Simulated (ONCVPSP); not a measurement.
Pb: ONCV pseudisation with PBEsol, fully relativistic reference atom.

Input for ONCVPSP 4.0.1:

```
# ATOM AND REFERENCE CONFIGURATION
# atsym  z   nc   nv     iexc    psfile
  Pb 82.00   10    4  -116133      upf
#
#   n    l    f
    1    0    2.00
    2    0    2.00
    2    1    6.00
    3    0    2.00
    3    1    6.00
    3    2   10.00
    4    0    2.00
    4    1    6.00
    4    2   10.00
    4    3   14.00
    5    0    2.00
    5    1    6.00
    5    2   10.00
    6    0    2.00
#
# PSEUDOPOTENTIAL AND OPTIMIZATION
# lmax
    2
#
#   l,   rc,      ep,       ncon, nbas, qcut
    0    1.30    0.00    3    6   10.40
    1    1.20    0.00    4    8   12.70
    2    1.20    0.00    4    9   13.40
#
# LOCAL POTENTIAL
# lloc, lpopt,  rc(5),   dvloc0
    2    5    1.20    0.00
#
# VANDERBILT-KLEINMAN-BYLANDER PROJECTORs
# l, nproj, debl
    0    3    0.50
    1    3    2.90
    2    0    1.10
#
# MODEL CORE CHARGE
# icmod, fcfact, rcfact
    3    1.75    1.60
#
# LOG DERIVATIVE ANALYSIS
# epsh1, epsh2, depsh
   -7.00    5.00    0.04
#
# OUTPUT GRID
# rlmax, drl
    6.00    0.01
#
# TEST CONFIGURATIONS
# ncnf
    4
# nvcnf
#   n    l    f
    5
    5    0    2.00
    5    1    6.00
    5    2   10.00
    6    0    2.00
    6    1    2.00
#
    5
    5    0    2.00
    5    1    6.00
    5    2   10.00
    6    0    2.00
    6    1    1.00
#
    4
    5    0    2.00
    5    1    6.00
    5    2   10.00
    6    0    1.00
#
    5
    5    0    2.00
    5    1    6.00
    5    2   10.00
    6    0    2.00
    6    1    1.50
#
```

Command:

```bash
oncvpspr.x < Pb.dat > Pb.out
```

Output (shortened: citation, most of the input echo, consistency checks and plot data are left out):

```
ONCVPSP  (Optimized Norm-Conservinng Vanderbilt PSeudopotential)
relativistic version 4.0.1

#   n    l    f        energy (Ha)
    1    0    2.00    -3.2327778D+03
    2    0    2.00    -5.7822531D+02
    2    1    6.00    -4.7484883D+02    -5.5528519D+02
    3    0    2.00    -1.3924826D+02
    3    1    6.00    -1.1096065D+02    -1.2890595D+02
    3    2   10.00    -9.0156243D+01    -9.3975261D+01
    4    0    2.00    -3.1989456D+01
    4    1    6.00    -2.3120543D+01    -2.7516895D+01
    4    2   10.00    -1.5019822D+01    -1.5840184D+01
    4    3   14.00    -5.4070423D+00    -5.5919708D+00
    5    0    2.00    -5.9020089D+00
    5    1    6.00    -3.5508645D+00    -4.3751104D+00
    5    2   10.00    -1.3530642D+00    -1.4493327D+00
    6    0    2.00    -1.0110391D+00

Reference configufation results
  iterations    22
  all-electron total energy (Ha)   -2.09221959D+04

Begin loop to  construct optimized pseudo wave functions
and semi-local pseudopoentials for all angular momenta

WARNING wellstate: negative energy specified for n= 7 l=  0
WARNING scattering state with energy  0.25000000
WARNING will be used for the first projector

   Wellstate for l =  0  n =  7 kap= -1
     eigenvalue =   0.2500
     asymptotic potential =   0.7500
     half-point radius =  2.8675

Calculating optimized projector #   1

 for l=   0

    Fraction of norm inside rc  0.937053
    Optimizing pswf for qcut=  10.39 a_B^-1,  ecut=  53.93 Ha
    Residual kinetic energy error=  3.02D-06 Ha

    Energy error per electron        Cutoff
         Ha          eV             Ha
         0.01000     0.27211       32.82
         0.00100     0.02721       40.35
         0.00010     0.00272       46.24
         0.00001     0.00027       51.46

Calculating optimized projector #   2

 for l=   0

    Fraction of norm inside rc  0.081576
    Optimizing pswf for qcut=  10.39 a_B^-1,  ecut=  53.93 Ha
    Residual kinetic energy error=  1.14D-06 Ha

    Energy error per electron        Cutoff
         Ha          eV             Ha
         0.01000     0.27211       29.28
         0.00100     0.02721       37.74
         0.00010     0.00272       44.24
         0.00001     0.00027       49.32

Calculating optimized projector #   3

 for l=   0

    Fraction of norm inside rc  0.033475
    Optimizing pswf for qcut=  10.39 a_B^-1,  ecut=  53.93 Ha
    Residual kinetic energy error=  6.27D-07 Ha

    Energy error per electron        Cutoff
         Ha          eV             Ha
         0.01000     0.27211       26.07
         0.00100     0.02721       35.48
         0.00010     0.00272       42.52
         0.00001     0.00027       48.14

WARNING wellstate: negative energy specified for n= 6 l=  1
WARNING scattering state with energy  0.25000000
WARNING will be used for the first projector

   Wellstate for l =  1  n =  7 kap= -2
     eigenvalue =   0.2500
     asymptotic potential =   0.7500
     half-point radius =  4.0615

   Wellstate for l =  1  n =  8 kap= -2
     eigenvalue =   3.1500
     asymptotic potential =   3.6500
     half-point radius =  2.9192

Calculating optimized projector #   1

 for l=   1

    Fraction of norm inside rc  0.747225
    Optimizing pswf for qcut=  12.69 a_B^-1,  ecut=  80.48 Ha
    Residual kinetic energy error=  1.11D-07 Ha

    Energy error per electron        Cutoff
         Ha          eV             Ha
         0.01000     0.27211       42.39
         0.00100     0.02721       53.21
         0.00010     0.00272       61.95
         0.00001     0.00027       68.95

Calculating optimized projector #   2

 for l=   1

    Fraction of norm inside rc  0.025802
    Optimizing pswf for qcut=  12.69 a_B^-1,  ecut=  80.48 Ha
    Residual kinetic energy error=  1.68D-08 Ha

    Energy error per electron        Cutoff
         Ha          eV             Ha
         0.01000     0.27211       29.21
         0.00100     0.02721       44.02
         0.00010     0.00272       55.29
         0.00001     0.00027       63.59

Calculating optimized projector #   3

 for l=   1

    Fraction of norm inside rc  0.024831
    Optimizing pswf for qcut=  12.69 a_B^-1,  ecut=  80.48 Ha
    Residual kinetic energy error=  6.81D-07 Ha

    Energy error per electron        Cutoff
         Ha          eV             Ha
         0.01000     0.27211       33.27
         0.00100     0.02721       46.69
         0.00010     0.00272       56.73
         0.00001     0.00027       63.99

   Wellstate for l =  1  n =  7 kap=  1
     eigenvalue =  -1.4751

   Wellstate for l =  1  n =  8 kap=  1
     eigenvalue =   3.0992

Calculating optimized projector #   1

 for l=   1

    Fraction of norm inside rc  0.837076
    Optimizing pswf for qcut=  12.69 a_B^-1,  ecut=  80.48 Ha
    Residual kinetic energy error=  2.43D-07 Ha

    Energy error per electron        Cutoff
         Ha          eV             Ha
         0.01000     0.27211       43.80
         0.00100     0.02721       55.40
         0.00010     0.00272       63.81
         0.00001     0.00027       70.76

Calculating optimized projector #   2

 for l=   1

    Fraction of norm inside rc  0.024840
    Optimizing pswf for qcut=  12.69 a_B^-1,  ecut=  80.48 Ha
    Residual kinetic energy error=  1.11D-07 Ha

    Energy error per electron        Cutoff
         Ha          eV             Ha
         0.01000     0.27211       29.66
         0.00100     0.02721       46.76
         0.00010     0.00272       58.64
         0.00001     0.00027       67.45

Calculating optimized projector #   3

 for l=   1

    Fraction of norm inside rc  0.029147
    Optimizing pswf for qcut=  12.69 a_B^-1,  ecut=  80.48 Ha
    Residual kinetic energy error=  3.58D-07 Ha

    Energy error per electron        Cutoff
         Ha          eV             Ha
         0.01000     0.27211       35.71
         0.00100     0.02721       51.14
         0.00010     0.00272       62.25
         0.00001     0.00027       70.82

Calculating optimized projector #   1

 for l=   2

    Fraction of norm inside rc  0.462849
    Optimizing pswf for qcut=  13.38 a_B^-1,  ecut=  89.56 Ha
    Residual kinetic energy error=  8.21D-09 Ha

    Energy error per electron        Cutoff
         Ha          eV             Ha
         0.01000     0.27211       19.21
         0.00100     0.02721       43.25
         0.00010     0.00272       56.24
         0.00001     0.00027       65.67

Calculating optimized projector #   1

 for l=   2

    Fraction of norm inside rc  0.500096
    Optimizing pswf for qcut=  13.38 a_B^-1,  ecut=  89.56 Ha
    Residual kinetic energy error=  8.60D-09 Ha

    Energy error per electron        Cutoff
         Ha          eV             Ha
         0.01000     0.27211       20.41
         0.00100     0.02721       45.85
         0.00010     0.00272       59.20
         0.00001     0.00027       68.87

Construct Vanderbilt / Kleinmman-Bylander projectors

B matrix Hermiticity error, ll=  0  kap= -1
   1   2    1.3066D-03
   1   3   -1.0101D-03
   2   3    8.5036D-05

  Orthonormal projector coefficients  2.0794E+01 -7.9789E-01  5.1784E-01

B matrix Hermiticity error, ll=  1  kap= -2
   1   2   -5.4550D-04
   1   3    1.0088D-03
   2   3    1.1750D-04

  Orthonormal projector coefficients  1.0243E+01  6.3446E+00 -6.5395E-01

B matrix Hermiticity error, ll=  1  kap=  1
   1   2   -7.2511D-04
   1   3    1.2476D-03
   2   3    1.2847D-04

  Orthonormal projector coefficients  1.2189E+01 -1.0832E+00  4.2502E-01

 Orthonormal scalar projector coefficients, l =  1
  1.0581E+01  4.3572E+00 -5.6669E-01  7.9997E-02  1.7087E-02 -2.6614E-03

 Orthonormal spin-orbit projector coefficients, l =  1
  4.2348E+00 -3.1753E+00  1.8723E+00  9.3594E-02 -8.6080E-02 -3.7489E-03

 Orthonormal scalar projector coefficients, l =  2

 Orthonormal spin-orbit projector coefficients, l =  2

Model core correction analysis
  based on d2Exc/dn_idn_j

d2excae - all-electron derivatives

   -2.459968D-02   -2.086657D-02   -1.235446D-02   -2.229727D-03
   -2.086661D-02   -1.964488D-02   -1.397933D-02   -2.925741D-03
   -1.235451D-02   -1.397935D-02   -1.444420D-02   -8.130724D-03
   -2.229722D-03   -2.925659D-03   -8.130150D-03   -2.421085D-02

d2excps - pseudofunction derivatives with no core correction

   -4.550326D-02   -3.583803D-02   -2.021652D-02   -4.605106D-03
   -3.583875D-02   -3.205804D-02   -2.156528D-02   -4.720931D-03
   -2.021699D-02   -2.156543D-02   -2.078740D-02   -1.086803D-02
   -4.605360D-03   -4.720748D-03   -1.086673D-02   -3.022270D-02

rms 2nd derivative error    9.311194E-03

rmatch, rhocmatch    0.7185   29.4339

Teter function model core charge with specified parameters

d2excps - pseudofunction derivatives with core correction

   -3.305657D-02   -2.790116D-02   -1.668321D-02   -3.198386D-03
   -2.790127D-02   -2.623090D-02   -1.872564D-02   -3.994396D-03
   -1.668331D-02   -1.872566D-02   -1.926838D-02   -1.061169D-02
   -3.198367D-03   -3.994180D-03   -1.061039D-02   -3.003754D-02

rms 2nd derivative error    4.809420E-03

Pseudoatom total energy -193.638796

Diagnostic tests using Vanderbilt-Kleinman-Bylander pseudopotentials
  relativistic with J = L +/- 1/2 projectors

   l  kap   rcore       rmatch      e in        delta e    norm test   slope test

   0  -1   1.3068104   1.3464880  -5.9020089  -0.0000064   1.0003626   1.0003497
   0  -1   1.3068104   1.3464880  -1.0110391   0.0000273   1.0001057   1.0000743
   0  -1   1.3068104   1.3464880   0.2500000   0.0001820   1.0005562   1.0005562

   1  -2   1.2018240   1.2383139  -3.5508645  -0.0000648   1.0002816   1.0003233
   1   1   1.2018240   1.2383139  -4.3751104   0.0000127   1.0003326   1.0003450
   1  -2   1.2018240   1.2383139   0.2500000  -0.0000931   1.0007150   1.0007150
   1   1   1.2018240   1.2383139   0.1992048   0.0001000   1.0007478   1.0007478
   1  -2   1.2018240   1.2383139   3.1500000   0.0000152   1.0008216   1.0008216
   1   1   1.2018240   1.2383139   3.0901918   0.0003655   1.0007500   1.0007500

   2  -3   1.2018240   1.2383139  -1.3530642  -0.0371208   0.9991994   0.9125644
   2   2   1.2018240   1.2383139  -1.4493327   0.0591477   1.0000587   1.1329167

Diagnostic tests using Vanderbilt-Kleinman-Bylander pseudopotentials
  relativistic with scalar and spin-orbit non-local projectors

   l  kap   rcore       rmatch      e in        delta e    norm test   slope test

   0  -1   1.3068104   1.3464880  -5.9020089  -0.0000064   1.0003626   1.0003497
   0  -1   1.3068104   1.3464880  -1.0110391   0.0000273   1.0001057   1.0000743
   0  -1   1.3068104   1.3464880   0.2500000   0.0001820   1.0005562   1.0005562

   1  -2   1.2018240   1.2383139  -3.5508645   0.0000012   1.0002811   1.0003488
   1   1   1.2018240   1.2383139  -4.3751104   0.0000748   1.0003334   1.0003615
   1  -2   1.2018240   1.2383139   0.2500000  -0.0000593   1.0007234   1.0007234
   1   1   1.2018240   1.2383139   0.1992048   0.0001052   1.0007520   1.0007520
   1  -2   1.2018240   1.2383139   3.1500000   0.0000165   1.0008235   1.0008235
   1   1   1.2018240   1.2383139   3.0901918   0.0003710   1.0007467   1.0007467

   2  -3   1.2018240   1.2383139  -1.3530642  -0.0371208   0.9991994   0.9125644
   2   2   1.2018240   1.2383139  -1.4493327   0.0591477   1.0000587   1.1329167

Ghost test for J = L + 1/2

 Testing for bound ghosts
   n   l    E NL Schr. Eq   E Basis Diag.   E Cutoff

   1   0       -5.902015       -5.902002    111.54
   2   0       -1.011012       -0.964221    111.54

   2   1       -3.550929       -3.550869    274.30

 Testing for highly-localized positive-energy ghosts
       l    <radius>/rc     E Basis Diag.   E Cutoff

Ghost test for J = L - 1/2

 Testing for bound ghosts
   n   l    E NL Schr. Eq   E Basis Diag.   E Cutoff

   1   0       -5.902015       -5.902002    111.54
   2   0       -1.011012       -0.964221    111.54

   2   1       -4.375098       -4.375087    274.30

 Testing for highly-localized positive-energy ghosts
       l    <radius>/rc     E Basis Diag.   E Cutoff

Test configuration 0

   n   l kap    f        eae           eps        diff
   1   0  -1  2.0000-3232.77776767
   2   0  -1  2.0000 -578.22530718
   2   1  -2  4.0000 -474.84882825
   2   1   1  2.0000 -555.28519307
   3   0  -1  2.0000 -139.24826219
   3   1  -2  4.0000 -110.96064780
   3   1   1  2.0000 -128.90595368
   3   2  -3  6.0000  -90.15624276
   3   2   2  4.0000  -93.97526095
   4   0  -1  2.0000  -31.98945582
   4   1  -2  4.0000  -23.12054313
   4   1   1  2.0000  -27.51689511
   4   2  -3  6.0000  -15.01982228
   4   2   2  4.0000  -15.84018371
   4   3  -4  8.0000   -5.40704231
   4   3   3  6.0000   -5.59197077
   5   0  -1  2.0000   -5.90200888   -5.90201526   -6.38E-06
   5   1  -2  4.0000   -3.55086449   -3.55092927   -6.48E-05
   5   1   1  2.0000   -4.37511038   -4.37509766    1.27E-05
   5   2  -3  6.0000   -1.35306418   -1.39018499   -3.71E-02
   5   2   2  4.0000   -1.44933273   -1.39018499    5.91E-02
   6   0  -1  2.0000   -1.01103906   -1.01101175    2.73E-05

    Total energies and differences
      AE_ref= -2.09221959E+04  AE_tst= -2.09221959E+04  dif=  0.00E+00
      PS_ref= -1.93638796E+02  PS_tst= -1.93638796E+02  dif=  5.68E-14
      PSP excitation error= -5.68E-14

Test configuration 1

   n   l kap    f        eae           eps        diff
   1   0  -1  2.0000-3232.15126029
   2   0  -1  2.0000 -577.60202595
   2   1  -2  4.0000 -474.22540158
   2   1   1  2.0000 -554.66137602
   3   0  -1  2.0000 -138.62570428
   3   1  -2  4.0000 -110.33808330
   3   1   1  2.0000 -128.28332219
   3   2  -3  6.0000  -89.53379985
   3   2   2  4.0000  -93.35280259
   4   0  -1  2.0000  -31.36724548
   4   1  -2  4.0000  -22.49839695
   4   1   1  2.0000  -26.89468232
   4   2  -3  6.0000  -14.39777607
   4   2   2  4.0000  -15.21810969
   4   3  -4  8.0000   -4.78510553
   4   3   3  6.0000   -4.97001949
   5   0  -1  2.0000   -5.28100238   -5.28075107    2.51E-04
   5   1  -2  4.0000   -2.92970793   -2.92969858    9.35E-06
   5   1   1  2.0000   -3.75400994   -3.75383180    1.78E-04
   5   2  -3  6.0000   -0.73658816   -0.77321401   -3.66E-02
   5   2   2  4.0000   -0.83172244   -0.77321401    5.85E-02
   6   0  -1  2.0000   -0.44249413   -0.44243211    6.20E-05
   6   1  -2  1.3333   -0.11500004   -0.11500473   -4.69E-06
   6   1   1  0.6667   -0.16963105   -0.16959872    3.23E-05

    Total energies and differences
      AE_ref= -2.09221959E+04  AE_tst= -2.09229431E+04  dif= -7.47E-01
      PS_ref= -1.93638796E+02  PS_tst= -1.94385907E+02  dif= -7.47E-01
      PSP excitation error= -3.70E-05

Test configuration 2

   n   l kap    f        eae           eps        diff
   1   0  -1  2.0000-3232.43834156
   2   0  -1  2.0000 -577.88803877
   2   1  -2  4.0000 -474.51146468
   2   1   1  2.0000 -554.94756893
   3   0  -1  2.0000 -138.91149839
   3   1  -2  4.0000 -110.62388100
   3   1   1  2.0000 -128.56913948
   3   2  -3  6.0000  -89.81955240
   3   2   2  4.0000  -93.63855935
   4   0  -1  2.0000  -31.65295247
   4   1  -2  4.0000  -22.78408901
   4   1   1  2.0000  -27.18039066
   4   2  -3  6.0000  -14.68343830
   4   2   2  4.0000  -15.50377911
   4   3  -4  8.0000   -5.07073866
   4   3   3  6.0000   -5.25565613
   5   0  -1  2.0000   -5.56644109   -5.56626705    1.74E-04
   5   1  -2  4.0000   -3.21530434   -3.21532034   -1.60E-05
   5   1   1  2.0000   -4.03951941   -4.03939224    1.27E-04
   5   2  -3  6.0000   -1.02079036   -1.05758638   -3.68E-02
   5   2   2  4.0000   -1.11630686   -1.05758638    5.87E-02
   6   0  -1  2.0000   -0.70834369   -0.70828560    5.81E-05
   6   1  -2  0.6667   -0.34483213   -0.34482288    9.25E-06
   6   1   1  0.3333   -0.41422688   -0.41418090    4.60E-05

    Total energies and differences
      AE_ref= -2.09221959E+04  AE_tst= -2.09226960E+04  dif= -5.00E-01
      PS_ref= -1.93638796E+02  PS_tst= -1.94138911E+02  dif= -5.00E-01
      PSP excitation error= -2.13E-05

Test configuration 3

   n   l kap    f        eae           eps        diff
   1   0  -1  2.0000-3233.22265020
   2   0  -1  2.0000 -578.66506923
   2   1  -2  4.0000 -475.28859381
   2   1   1  2.0000 -555.72543178
   3   0  -1  2.0000 -139.68762351
   3   1  -2  4.0000 -111.39999353
   3   1   1  2.0000 -129.34535746
   3   2  -3  6.0000  -90.59538118
   3   2   2  4.0000  -94.41439899
   4   0  -1  2.0000  -32.42848317
   4   1  -2  4.0000  -23.55940641
   4   1   1  2.0000  -27.95589857
   4   2  -3  6.0000  -15.45848733
   4   2   2  4.0000  -16.27890458
   4   3  -4  8.0000   -5.84552953
   4   3   3  6.0000   -6.03048705
   5   0  -1  2.0000   -6.33850754   -6.33937750   -8.70E-04
   5   1  -2  4.0000   -3.98614479   -3.98632227   -1.77E-04
   5   1   1  2.0000   -4.81124536   -4.81174348   -4.98E-04
   5   2  -3  6.0000   -1.77775816   -1.81560083   -3.78E-02
   5   2   2  4.0000   -1.87595385   -1.81560083    6.04E-02
   6   0  -1  1.0000   -1.37884044   -1.37898464   -1.44E-04

    Total energies and differences
      AE_ref= -2.09221959E+04  AE_tst= -2.09210024E+04  dif=  1.19E+00
      PS_ref= -1.93638796E+02  PS_tst= -1.92445259E+02  dif=  1.19E+00
      PSP excitation error= -5.23E-05

Test configuration 4

   n   l kap    f        eae           eps        diff
   1   0  -1  2.0000-3232.28699436
   2   0  -1  2.0000 -577.73735029
   2   1  -2  4.0000 -474.36074569
   2   1   1  2.0000 -554.79676997
   3   0  -1  2.0000 -138.76095067
   3   1  -2  4.0000 -110.47333142
   3   1   1  2.0000 -128.41857710
   3   2  -3  6.0000  -89.66902933
   3   2   2  4.0000  -93.48803344
   4   0  -1  2.0000  -31.50246633
   4   1  -2  4.0000  -22.63361386
   4   1   1  2.0000  -27.02990383
   4   2  -3  6.0000  -14.53298249
   4   2   2  4.0000  -15.35331829
   4   3  -4  8.0000   -4.92030287
   4   3   3  6.0000   -5.10521780
   5   0  -1  2.0000   -5.41615787   -5.41593313    2.25E-04
   5   1  -2  4.0000   -3.06495196   -3.06495162    3.36E-07
   5   1   1  2.0000   -3.88920298   -3.88904248    1.60E-04
   5   2  -3  6.0000   -0.87133720   -0.90802876   -3.67E-02
   5   2   2  4.0000   -0.96661916   -0.90802876    5.86E-02
   6   0  -1  2.0000   -0.56954247   -0.56947941    6.31E-05
   6   1  -2  1.0000   -0.22460226   -0.22459871    3.55E-06
   6   1   1  0.5000   -0.28650610   -0.28646498    4.11E-05

    Total energies and differences
      AE_ref= -2.09221959E+04  AE_tst= -2.09228490E+04  dif= -6.53E-01
      PS_ref= -1.93638796E+02  PS_tst= -1.94291815E+02  dif= -6.53E-01
      PSP excitation error= -3.04E-05
```

The run took about 8.7 s on one core of a shared server CPU.
